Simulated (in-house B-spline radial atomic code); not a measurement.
Settings and results of a run for Nd IV (Nd3+). Computed with a radial B-spline atomic code at the basis-set limit: Dirac-Kohn-Sham LDA VWN5, spherical fractional occupations, Fermi nucleus of rms radius 4.9123 fm, inside a hard spherical wall at 1.28 bohr.

Command:
```bash
python run_scf.py task.json out
```
Settings (nuclear radius in fm, mass in u):
```
Z                60
configuration    [Kr] 4d9 4f3 5s2 5p6 5f1
hamiltonian      dirac
method           lda,vwn
spin_polarised   False
nucleus          fermi
rms_radius       4.9123
atomic_mass      141.90773
speed_of_light   137.035999084
wall_radius      1.28
```

Output (hartree, bohr):
```
 radial grid: 56 intervals, B-splines of order 8, outer radius 1.28 bohr

 iter        energy (Eh)    residual
    1       -9519.899920    3.90e-01
    2       -9520.502231    7.36e-02
    3       -9520.589351    1.91e-02
    4       -9520.595986    5.87e-03
    5       -9520.596478    2.58e-03
    6       -9520.596582    2.09e-04
    7       -9520.596582    2.69e-06
    8       -9520.596582    7.40e-08

 total energy                     -9520.59658
 kinetic                           10692.7893
 electron-nucleus                 -24001.5933
 Hartree                            4015.5929
 exchange-correlation               -227.3855

 first-order corrections (not in the total)
   Gaunt                             9.4503
   retardation                      -1.0004
   frequency dependence             -0.1132
   self-energy                       6.4317
   Uehling                          -0.9763
   Wichmann-Kroll                    0.0277

 orbital      occ     eigenvalue          <r>       <r^2>       <1/r>     <1/r^3>     <1/r^2>       r_max    small
 1s1/2      2.000     -1583.9587    0.0236511 0.000761283     65.9805           -     9755.84     0.01511  4.94e-02
 2s1/2      2.000      -250.3436     0.100641   0.0120119      15.605           -     1197.93     0.08578  1.08e-02
 2p1/2      2.000      -236.4551    0.0843431  0.00877771     15.5937           -     382.849     0.06515  1.08e-02
 2p3/2      4.000      -217.4187    0.0907655    0.010033     14.0147     7924.37     267.742      0.0706  1.01e-02
 3s1/2      2.000       -49.6641     0.268186   0.0823769      5.6107           -     249.113      0.2452  3.29e-03
 3p1/2      2.000       -43.7119     0.258017   0.0774743      5.5268           -     79.9257       0.232  3.24e-03
 3p3/2      4.000       -39.9754     0.270881   0.0851748      5.1286     1598.76     56.4872      0.2439  3.04e-03
 3d3/2      4.000       -29.5318     0.242569   0.0695999     5.00013     263.842     31.4303      0.1953  2.93e-03
 3d5/2      6.000       -28.7291     0.246612   0.0718023     4.89966     238.096      29.923      0.1987  2.87e-03
 4s1/2      2.000        -6.8337     0.615795    0.422411     2.28157           -     55.7921      0.5827  9.79e-04
 4p1/2      2.000        -4.6067     0.626553    0.438386     2.19439           -     17.6111       0.593  9.28e-04
 4p3/2      4.000        -3.8261      0.64654    0.465126     2.09001     339.145     12.8425      0.6192  8.87e-04
 4d3/2      3.600        -0.0360     0.661998    0.488995     1.94531     49.9885     6.75804      0.6396  8.00e-04
 4d5/2      5.400         0.1135     0.666825    0.495598     1.92446     45.2974     6.51282      0.6472  7.93e-04
 4f5/2      1.286         4.8094     0.676118    0.503073     1.67662     8.09039     3.31227      0.6529  6.17e-04
 4f7/2      1.714         4.8332     0.677592    0.504941     1.67126     7.96077     3.28549      0.6551  6.15e-04
 5s1/2      2.000         8.1034     0.787079    0.704144     1.97419           -     52.6994      0.9635  1.22e-03
 5p1/2      2.000         9.5473     0.775839     0.69157      1.9944           -     17.9708      0.9698  1.24e-03
 5p3/2      4.000        10.4191     0.772991    0.689052     1.98166     394.986     13.9949      0.9795  1.29e-03
 5f5/2      0.429        15.2636     0.706614    0.596562     1.84016     14.6365     4.54098      0.9841  1.08e-03
 5f7/2      0.571        15.3136     0.706999    0.596882     1.83595     14.4006     4.50758      0.9847  1.08e-03
```

Time taken, with all properties: 0.65 s on 1 thread of Arm Neoverse V1, with other jobs on the host.

For the Dirac Hamiltonian the kinetic term is c α·p + (β - 1)c².
